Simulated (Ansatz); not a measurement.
Geometry optimisation, RKS PBE-D4/def2-SVP in Ansatz 0.2.0.

input.yaml

```yaml
crystal:
  periodic: [false, false, false]
  atoms:
    - { symbol: Al, position_ang: [-0.7819, 0.4051, -0.1764] }
    - { symbol: H, position_ang: [0.3007, -0.8877, -1.2639] }
    - { symbol: O, position_ang: [-1.0883, 1.6854, -1.1701] }
    - { symbol: O, position_ang: [-1.8195, -0.4866, 0.7495] }
    - { symbol: H, position_ang: [1.2467, -1.0524, -1.0812] }
    - { symbol: As, position_ang: [1.9014, -0.0407, 0.4923] }
    - { symbol: H, position_ang: [-1.3294, 2.3841, -1.7606] }
    - { symbol: H, position_ang: [-2.4292, -0.9895, 1.2695] }
    - { symbol: H, position_ang: [2.7259, 0.2063, 1.7723] }
    - { symbol: H, position_ang: [1.2733, -1.2241, 1.1687] }
basis:
  gaussian: { orbitals: def2-SVP }
hamiltonian:
  xc: pbe
  dispersion: d4
relax:
  f_tol: 0.15
  max_steps: 25
  restrain:
    - { distance: [0, 5], at: 3.7, k: 30.0 }
    - { distance: [4, 1], at: 1.92, k: 30.0 }
    - { distance: [0, 1], at: 1.52, k: 30.0 }
    - { distance: [4, 5], at: 1.5, k: 30.0 }
```

Launched with:

```bash
$ ansatz run input.yaml --threads 2 --pin off --max-ram 3072MiB --backend cpu --events-out ev --progress --plain --runs-dir out
```

Where does it end, and by what steps?

The run converged. The restraints hold the end off the free minimum. After 18 steps the energy has fallen by 1.273 eV (the restraints' own energy left out); H9 moved furthest, 1.47 Å. Joined: Al1–H2 (2.01 → 1.54 Å), H5–As6 (1.98 → 1.52 Å).

```csv
step,energy less start (eV),largest force component (eV/Å),accepted
0,0.0000,1.924,yes
1,0.9715,2.835,yes
2,1.5757,3.902,yes
3,1.5536,3.934,yes
4,0.8460,3.152,yes
5,0.2051,1.976,yes
6,-0.2383,1.268,yes
7,-0.5373,1.013,yes
8,-0.7586,0.792,yes
9,-0.9177,0.521,yes
10,-0.9719,0.645,yes
11,-1.0328,0.609,yes
12,-1.0651,1.845,yes
13,-1.2006,0.490,yes
14,-1.2255,0.508,yes
15,-1.2281,0.548,yes
16,-1.2374,0.553,yes
17,-1.2669,0.544,yes
18,-1.2729,0.569,yes
```

```xyz
10
Properties=species:S:1:pos:R:3
Al -0.997 0.233 -0.813
H 0.208 -0.346 -1.577
O -1.926 1.599 -1.280
O -1.425 -0.563 0.645
H 1.419 -0.334 -0.071
As 2.010 -0.126 1.314
H -1.796 2.095 -2.105
H -2.193 -0.294 1.175
H 3.320 -0.829 0.913
H 1.380 -1.437 1.800
```

Time of the run: 35 s on 2 threads of Arm Neoverse V2, on a shared host, peak memory 0.14 GiB.
